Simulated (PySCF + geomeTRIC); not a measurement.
Calculation: TPSS-D3(BJ)/def2-SVP (PySCF + geomeTRIC). fastk is a local helper that only speeds up exchange builds. No frequencies were computed at this level.

```python
import json, numpy as np
from pyscf import gto, dft
from fastk import lowrank_exchange
atoms = """
W      0.003073     0.122305     0.109108
F     -1.091628    -1.487566     0.018986
O      0.482337    -0.410796     1.850738
H      0.965447    -1.072227     2.358610
O     -0.588095     0.477145    -1.648683
H     -1.391326     0.471693    -2.181878
O     -1.525969     0.976445     0.809064
H     -2.203162     0.856039     1.484808
O      1.429038    -0.902511    -0.570163
H      1.801232    -1.360072    -1.331972
O      1.016372     1.683430     0.167579
H      1.430255     2.551276     0.174530
"""
def scf(charge, spin, dm0=None):
    mol = gto.M(atom=atoms, basis='def2-svp', ecp={'W': 'def2-svp'}, charge=charge, spin=spin, verbose=3, max_memory=10080)
    mf = dft.KS(mol, xc='tpss').density_fit(auxbasis="def2-universal-jkfit")
    mf.disp = 'd3bj'
    mf.grids.level = 3
    mf.conv_tol = 1e-8
    mf.max_cycle = 120
    mf.level_shift = 0.25
    mf.kernel(dm0)
    if not mf.converged:
        mf = mf.newton().run(mf.mo_coeff, mf.mo_occ).undo_soscf()
    return mf
mf = scf(0, 0)
from pyscf.geomopt.geometric_solver import kernel as optimize
path = []
done, mol = optimize(mf, maxsteps=120, assert_convergence=False, callback=lambda env: path.append((env["energy"], bool(env["g_scanner"].converged))))
res = dict(converged=bool(done and path[-1][1]), energy=path[-1][0], path=[e for e, c in path], xyz=mol.atom_coords(unit="Angstrom").tolist(), nao=mol.nao)
json.dump(res, open("result.json", "w"))
```

Output:

```
[...]
cycle 35: E = -545.998288284  dE = 4.45192e-05  norm(grad) = 0.00325394
Geometry optimization cycle 36
converged SCF energy = -545.99833585922
cycle 36: E = -545.998335859  dE = -4.75753e-05  norm(grad) = 0.00216749
Geometry optimization cycle 37
converged SCF energy = -545.998328498957
cycle 37: E = -545.998328499  dE = 7.36026e-06  norm(grad) = 0.0025412
Geometry optimization cycle 38
converged SCF energy = -545.99835798664
cycle 38: E = -545.998357987  dE = -2.94877e-05  norm(grad) = 0.00118335
Geometry optimization cycle 39
converged SCF energy = -545.998365668951
cycle 39: E = -545.998365669  dE = -7.68231e-06  norm(grad) = 0.000697888
Geometry optimization cycle 40
converged SCF energy = -545.99837013551
cycle 40: E = -545.998370136  dE = -4.46656e-06  norm(grad) = 0.00117613
Geometry optimization cycle 41
converged SCF energy = -545.998374103105
cycle 41: E = -545.998374103  dE = -3.96759e-06  norm(grad) = 0.00198531
Geometry optimization cycle 42
converged SCF energy = -545.998388119304
cycle 42: E = -545.998388119  dE = -1.40162e-05  norm(grad) = 0.0013928
Geometry optimization cycle 43
converged SCF energy = -545.99840403216
cycle 43: E = -545.998404032  dE = -1.59129e-05  norm(grad) = 0.00065881
Geometry optimization cycle 44
converged SCF energy = -545.998410049075
cycle 44: E = -545.998410049  dE = -6.01691e-06  norm(grad) = 0.000642891
Geometry optimization cycle 45
converged SCF energy = -545.998415910906
cycle 45: E = -545.998415911  dE = -5.86183e-06  norm(grad) = 0.000549952
Geometry optimization cycle 46
converged SCF energy = -545.998419835204
cycle 46: E = -545.998419835  dE = -3.9243e-06  norm(grad) = 0.000497145
Geometry optimization cycle 47
converged SCF energy = -545.998420311269
cycle 47: E = -545.998420311  dE = -4.76066e-07  norm(grad) = 0.000467358
Geometry optimization cycle 48
converged SCF energy = -545.998421737514
cycle 48: E = -545.998421738  dE = -1.42624e-06  norm(grad) = 0.000402355
Geometry optimization cycle 49
converged SCF energy = -545.998426657247
cycle 49: E = -545.998426657  dE = -4.91973e-06  norm(grad) = 0.000601483
Geometry optimization cycle 50
converged SCF energy = -545.998430735587
cycle 50: E = -545.998430736  dE = -4.07834e-06  norm(grad) = 0.000647013
Geometry optimization cycle 51
converged SCF energy = -545.998434700701
cycle 51: E = -545.998434701  dE = -3.96511e-06  norm(grad) = 0.000504714
Geometry optimization cycle 52
converged SCF energy = -545.998438479583
cycle 52: E = -545.99843848  dE = -3.77888e-06  norm(grad) = 0.000330025
Geometry optimization cycle 53
converged SCF energy = -545.998442193821
cycle 53: E = -545.998442194  dE = -3.71424e-06  norm(grad) = 0.000314109
Geometry optimization cycle 54
converged SCF energy = -545.998445654115
cycle 54: E = -545.998445654  dE = -3.46029e-06  norm(grad) = 0.000372338
Geometry optimization cycle 55
converged SCF energy = -545.998449093016
cycle 55: E = -545.998449093  dE = -3.4389e-06  norm(grad) = 0.000387155
Geometry optimization cycle 56
converged SCF energy = -545.998452322735
cycle 56: E = -545.998452323  dE = -3.22972e-06  norm(grad) = 0.000357753
Geometry optimization cycle 57
converged SCF energy = -545.998454301943
cycle 57: E = -545.998454302  dE = -1.97921e-06  norm(grad) = 0.000372161
Geometry optimization cycle 58
converged SCF energy = -545.998455913295
cycle 58: E = -545.998455913  dE = -1.61135e-06  norm(grad) = 0.000394919
Geometry optimization cycle 59
converged SCF energy = -545.99845644657
cycle 59: E = -545.998456447  dE = -5.33276e-07  norm(grad) = 0.000297016
<class 'geometric.internal.Distance'> : 11
<class 'geometric.internal.Angle'> : 7
<class 'geometric.internal.LinearAngle'> : 8
<class 'geometric.internal.OutOfPlane'> : 12
<class 'geometric.internal.Dihedral'> : 18
<class 'geometric.internal.TranslationX'> : 1
<class 'geometric.internal.TranslationY'> : 1
<class 'geometric.internal.TranslationZ'> : 1
<class 'geometric.internal.RotationA'> : 1
<class 'geometric.internal.RotationB'> : 1
<class 'geometric.internal.RotationC'> : 1
Step    0 : Gradient = 9.708e-03/1.965e-02 (rms/max) Energy = -545.9805920653
Step    1 : Displace = 2.943e-02/4.446e-02 (rms/max) Trust = 1.000e-01 (=) Grad = 5.421e-03/8.153e-03 (rms/max) E (change) = -545.9825793486 (-1.987e-03) Quality = 0.997
Step    2 : Displace = 3.871e-02/6.251e-02 (rms/max) Trust = 1.414e-01 (+) Grad = 5.476e-03/9.941e-03 (rms/max) E (change) = -545.9844503833 (-1.871e-03) Quality = 1.538
Step    3 : Displace = 2.057e-01/3.751e-01 (rms/max) Trust = 2.000e-01 (+) Grad = 2.130e-02/5.662e-02 (rms/max) E (change) = -545.9858512437 (-1.401e-03) Quality = 0.194
Step    4 : Displace = 8.298e-02/1.439e-01 (rms/max) Trust = 1.000e-01 (-) Grad = 5.140e-03/9.695e-03 (rms/max) E (change) = -545.9897976902 (-3.946e-03) Quality = 0.770
Step    5 : Displace = 9.090e-02/1.436e-01 (rms/max) Trust = 1.414e-01 (+) Grad = 7.619e-03/1.423e-02 (rms/max) E (change) = -545.9883575528 (+1.440e-03) Quality = -0.696
Step    6 : Displace = 4.705e-02/6.616e-02 (rms/max) Trust = 4.545e-02 (-) Grad = 3.438e-03/6.169e-03 (rms/max) E (change) = -545.9909159559 (-2.558e-03) Quality = 0.985
Step    7 : Displace = 6.753e-02/1.047e-01 (rms/max) Trust = 6.428e-02 (+) Grad = 3.403e-03/6.000e-03 (rms/max) E (change) = -545.9918201743 (-9.042e-04) Quality = 0.704
Step    8 : Displace = 6.514e-02/1.106e-01 (rms/max) Trust = 6.428e-02 (=) Grad = 3.661e-03/6.372e-03 (rms/max) E (change) = -545.9924444767 (-6.243e-04) Quality = 0.494
Step    9 : Displace = 3.130e-02/5.492e-02 (rms/max) Trust = 6.428e-02 (=) Grad = 2.612e-03/4.524e-03 (rms/max) E (change) = -545.9935868176 (-1.142e-03) Quality = 1.379
Step   10 : Displace = 8.104e-02/1.530e-01 (rms/max) Trust = 9.090e-02 (+) Grad = 4.361e-03/1.142e-02 (rms/max) E (change) = -545.9952595113 (-1.673e-03) Quality = 1.251
Step   11 : Displace = 6.879e-02/1.270e-01 (rms/max) Trust = 1.286e-01 (+) Grad = 4.550e-03/1.214e-02 (rms/max) E (change) = -545.9962854199 (-1.026e-03) Quality = 1.395
Step   12 : Displace = 5.767e-02/8.637e-02 (rms/max) Trust = 1.818e-01 (+) Grad = 2.009e-03/3.482e-03 (rms/max) E (change) = -545.9970970450 (-8.116e-04) Quality = 1.190
Step   13 : Displace = 2.061e-02/3.850e-02 (rms/max) Trust = 2.571e-01 (+) Grad = 1.267e-03/1.800e-03 (rms/max) E (change) = -545.9973668478 (-2.698e-04) Quality = 1.395
Step   14 : Displace = 2.117e-02/3.871e-02 (rms/max) Trust = 3.000e-01 (+) Grad = 1.930e-03/5.432e-03 (rms/max) E (change) = -545.9976178249 (-2.510e-04) Quality = 1.241
Step   15 : Displace = 2.270e-02/4.499e-02 (rms/max) Trust = 3.000e-01 (=) Grad = 1.198e-03/2.561e-03 (rms/max) E (change) = -545.9977854870 (-1.677e-04) Quality = 1.267
Step   16 : Displace = 1.836e-02/3.474e-02 (rms/max) Trust = 3.000e-01 (=) Grad = 6.753e-04/1.478e-03 (rms/max) E (change) = -545.9979081372 (-1.227e-04) Quality = 1.337
Step   17 : Displace = 1.227e-02/2.518e-02 (rms/max) Trust = 3.000e-01 (=) Grad = 7.194e-04/1.842e-03 (rms/max) E (change) = -545.9979657617 (-5.762e-05) Quality = 1.296
Step   18 : Displace = 1.009e-02/2.192e-02 (rms/max) Trust = 3.000e-01 (=) Grad = 6.248e-04/1.723e-03 (rms/max) E (change) = -545.9979970805 (-3.132e-05) Quality = 1.240
Step   19 : Displace = 1.045e-02/2.177e-02 (rms/max) Trust = 3.000e-01 (=) Grad = 4.358e-04/1.179e-03 (rms/max) E (change) = -545.9980201620 (-2.308e-05) Quality = 1.015
Step   20 : Displace = 7.696e-03/1.456e-02 (rms/max) Trust = 3.000e-01 (=) Grad = 3.673e-04/9.427e-04 (rms/max) E (change) = -545.9980336437 (-1.348e-05) Quality = 0.875
Step   21 : Displace = 6.548e-03/1.080e-02 (rms/max) Trust = 3.000e-01 (=) Grad = 3.945e-04/1.000e-03 (rms/max) E (change) = -545.9980431949 (-9.551e-06) Quality = 0.767
Step   22 : Displace = 5.484e-03/1.218e-02 (rms/max) Trust = 3.000e-01 (=) Grad = 4.204e-04/1.048e-03 (rms/max) E (change) = -545.9980512716 (-8.077e-06) Quality = 0.806
Step   23 : Displace = 5.633e-03/1.486e-02 (rms/max) Trust = 3.000e-01 (=) Grad = 4.457e-04/1.084e-03 (rms/max) E (change) = -545.9980610121 (-9.740e-06) Quality = 0.927
Step   24 : Displace = 5.879e-03/1.644e-02 (rms/max) Trust = 3.000e-01 (=) Grad = 4.528e-04/1.115e-03 (rms/max) E (change) = -545.9980733712 (-1.236e-05) Quality = 1.131
Step   25 : Displace = 6.829e-03/1.835e-02 (rms/max) Trust = 3.000e-01 (=) Grad = 4.000e-04/1.024e-03 (rms/max) E (change) = -545.9980883289 (-1.496e-05) Quality = 1.360
Step   26 : Displace = 7.460e-03/1.839e-02 (rms/max) Trust = 3.000e-01 (=) Grad = 2.623e-04/6.791e-04 (rms/max) E (change) = -545.9981025837 (-1.425e-05) Quality = 1.620
Step   27 : Displace = 8.028e-03/1.804e-02 (rms/max) Trust = 3.000e-01 (=) Grad = 2.152e-04/5.802e-04 (rms/max) E (change) = -545.9981147097 (-1.213e-05) Quality = 1.917
Step   28 : Displace = 9.686e-03/2.153e-02 (rms/max) Trust = 3.000e-01 (=) Grad = 2.713e-04/6.501e-04 (rms/max) E (change) = -545.9981271317 (-1.242e-05) Quality = 2.216
Step   29 : Displace = 1.768e-02/3.956e-02 (rms/max) Trust = 3.000e-01 (=) Grad = 3.927e-04/7.557e-04 (rms/max) E (change) = -545.9981491279 (-2.200e-05) Quality = 2.554
Step   30 : Displace = 1.266e-01/2.955e-01 (rms/max) Trust = 3.000e-01 (=) Grad = 1.540e-03/3.259e-03 (rms/max) E (change) = -545.9981965072 (-4.738e-05) Quality = 0.857
Step   31 : Displace = 8.126e-02/1.920e-01 (rms/max) Trust = 3.000e-01 (=) Grad = 6.363e-04/1.354e-03 (rms/max) E (change) = -545.9982243681 (-2.786e-05) Quality = 0.215
Step   32 : Displace = 4.079e-02/9.803e-02 (rms/max) Trust = 4.063e-02 (-) Grad = 6.531e-04/1.356e-03 (rms/max) E (change) = -545.9983124977 (-8.813e-05) Quality = 1.445
Step   33 : Displace = 3.545e-03/6.011e-03 (rms/max) Trust = 5.746e-02 (+) Grad = 3.861e-04/7.761e-04 (rms/max) E (change) = -545.9983328031 (-2.031e-05) Quality = 1.253
Step   34 : Displace = 1.560e-02/2.727e-02 (rms/max) Trust = 8.126e-02 (+) Grad = 9.393e-04/1.851e-03 (rms/max) E (change) = -545.9982882839 (+4.452e-05) Quality = -0.860
Step   35 : Displace = 7.057e-03/9.899e-03 (rms/max) Trust = 7.802e-03 (-) Grad = 6.257e-04/1.545e-03 (rms/max) E (change) = -545.9983358592 (-4.758e-05) Quality = 0.896
Step   36 : Displace = 1.117e-02/1.811e-02 (rms/max) Trust = 1.103e-02 (+) Grad = 7.336e-04/1.376e-03 (rms/max) E (change) = -545.9983284990 (+7.360e-06) Quality = -0.168
Step   37 : Displace = 5.299e-03/8.520e-03 (rms/max) Trust = 5.517e-03 (-) Grad = 3.416e-04/7.681e-04 (rms/max) E (change) = -545.9983579866 (-2.949e-05) Quality = 1.022
Step   38 : Displace = 2.578e-03/4.052e-03 (rms/max) Trust = 7.802e-03 (+) Grad = 2.015e-04/3.640e-04 (rms/max) E (change) = -545.9983656690 (-7.682e-06) Quality = 1.147
Step   39 : Displace = 7.390e-03/1.576e-02 (rms/max) Trust = 1.103e-02 (+) Grad = 3.395e-04/5.708e-04 (rms/max) E (change) = -545.9983701355 (-4.467e-06) Quality = 0.361
Step   40 : Displace = 1.111e-02/2.752e-02 (rms/max) Trust = 1.103e-02 (=) Grad = 5.731e-04/1.186e-03 (rms/max) E (change) = -545.9983741031 (-3.968e-06) Quality = 0.186
Step   41 : Displace = 5.852e-03/1.481e-02 (rms/max) Trust = 5.517e-03 (-) Grad = 4.021e-04/8.350e-04 (rms/max) E (change) = -545.9983881193 (-1.402e-05) Quality = 0.912
Step   42 : Displace = 8.333e-03/1.896e-02 (rms/max) Trust = 7.802e-03 (+) Grad = 1.902e-04/3.213e-04 (rms/max) E (change) = -545.9984040322 (-1.591e-05) Quality = 0.620
Step   43 : Displace = 7.800e-03/1.871e-02 (rms/max) Trust = 7.802e-03 (=) Grad = 1.856e-04/3.526e-04 (rms/max) E (change) = -545.9984100491 (-6.017e-06) Quality = 0.441
Step   44 : Displace = 7.853e-03/1.584e-02 (rms/max) Trust = 7.802e-03 (=) Grad = 1.588e-04/3.347e-04 (rms/max) E (change) = -545.9984159109 (-5.862e-06) Quality = 0.471
Step   45 : Displace = 7.860e-03/1.286e-02 (rms/max) Trust = 7.802e-03 (=) Grad = 1.435e-04/2.809e-04 (rms/max) E (change) = -545.9984198352 (-3.924e-06) Quality = 0.413
Step   46 : Displace = 6.869e-03/1.067e-02 (rms/max) Trust = 7.802e-03 (=) Grad = 1.349e-04/3.018e-04 (rms/max) E (change) = -545.9984203113 (-4.761e-07) Quality = 0.107
Step   47 : Displace = 2.143e-03/4.587e-03 (rms/max) Trust = 3.435e-03 (-) Grad = 1.161e-04/2.824e-04 (rms/max) E (change) = -545.9984217375 (-1.426e-06) Quality = 0.619
Step   48 : Displace = 3.660e-03/7.433e-03 (rms/max) Trust = 3.435e-03 (=) Grad = 1.736e-04/3.640e-04 (rms/max) E (change) = -545.9984266572 (-4.920e-06) Quality = 0.614
Step   49 : Displace = 3.731e-03/7.015e-03 (rms/max) Trust = 3.435e-03 (=) Grad = 1.868e-04/3.361e-04 (rms/max) E (change) = -545.9984307356 (-4.078e-06) Quality = 0.680
Step   50 : Displace = 3.424e-03/5.355e-03 (rms/max) Trust = 3.435e-03 (=) Grad = 1.457e-04/1.942e-04 (rms/max) E (change) = -545.9984347007 (-3.965e-06) Quality = 0.681
Step   51 : Displace = 3.430e-03/5.509e-03 (rms/max) Trust = 3.435e-03 (=) Grad = 9.527e-05/1.697e-04 (rms/max) E (change) = -545.9984384796 (-3.779e-06) Quality = 0.584
Step   52 : Displace = 3.697e-03/5.966e-03 (rms/max) Trust = 3.435e-03 (=) Grad = 9.068e-05/1.595e-04 (rms/max) E (change) = -545.9984421938 (-3.714e-06) Quality = 0.468
Step   53 : Displace = 3.511e-03/5.928e-03 (rms/max) Trust = 3.435e-03 (=) Grad = 1.075e-04/1.929e-04 (rms/max) E (change) = -545.9984456541 (-3.460e-06) Quality = 0.406
Step   54 : Displace = 3.440e-03/6.221e-03 (rms/max) Trust = 3.435e-03 (=) Grad = 1.118e-04/1.768e-04 (rms/max) E (change) = -545.9984490930 (-3.439e-06) Quality = 0.365
Step   55 : Displace = 3.530e-03/7.201e-03 (rms/max) Trust = 3.435e-03 (=) Grad = 1.033e-04/1.626e-04 (rms/max) E (change) = -545.9984523227 (-3.230e-06) Quality = 0.294
Step   56 : Displace = 3.308e-03/6.787e-03 (rms/max) Trust = 3.435e-03 (=) Grad = 1.074e-04/2.036e-04 (rms/max) E (change) = -545.9984543019 (-1.979e-06) Quality = 0.171
Step   57 : Displace = 1.759e-03/3.007e-03 (rms/max) Trust = 1.654e-03 (-) Grad = 1.117e-04/2.258e-04 (rms/max) E (change) = -545.9984559133 (-1.611e-06) Quality = 0.220
Step   58 : Displace = 8.321e-04/1.750e-03 (rms/max) Trust = 8.269e-04 (-) Grad = 8.459e-05/1.373e-04 (rms/max) E (change) = -545.9984564466 (-5.333e-07) Quality = 0.837
Converged! =D
```

Cost: about 40 core-minutes (a rough figure).
